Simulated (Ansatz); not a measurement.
One change: `C=CCCCCC` becomes `CCCCCCC`.

Ansatz, PBE0-D4/def2-TZVP geometries, multiplicity 1. Each molecule was computed in one conformer, which needn't be the lowest.

```
                                          property  `C=CCCCCC`
               HOMO energy (B3LYP/def2-TZVPP) / eV       -7.12
               LUMO energy (B3LYP/def2-TZVPP) / eV        0.11
  size of the dipole moment (B3LYP/def2-TZVPP) / D        0.34
             HOMO–LUMO gap (B3LYP/def2-TZVPP) / eV        7.22
size of the dipole moment (ωB97M-V/def2-TZVPP) / D        0.32
                 HOMO energy (PBE/def2-TZVPP) / eV       -6.22
```

Q: Give the same properties after the change, and the shifts. (An estimate is asked.)

A: The calculation gave: 
| property | `CCCCCCC` | shift |
| --- | --- | --- |
| HOMO energy (B3LYP/def2-TZVPP) / eV | -8.36 | -1.24 |
| LUMO energy (B3LYP/def2-TZVPP) / eV | 0.90 | 0.79 |
| size of the dipole moment (B3LYP/def2-TZVPP) / D | 0.07 | -0.27 |
| HOMO–LUMO gap (B3LYP/def2-TZVPP) / eV | 9.26 | 2.04 |
| size of the dipole moment (ωB97M-V/def2-TZVPP) / D | 0.07 | -0.25 |
| HOMO energy (PBE/def2-TZVPP) / eV | -7.22 | -1.00 |

With PBE0 the HOMO falls by 1.22 eV and the LUMO rises by 0.87 eV, so the gap widens by about 2.09 eV. PBE moves the HOMO by -1.00 eV and ωB97M-V by -1.24 eV. Dipoles are sizes alone; their direction can turn.

B3LYP here is the variant with VWN-RPA as its local correlation; programs differ in this.
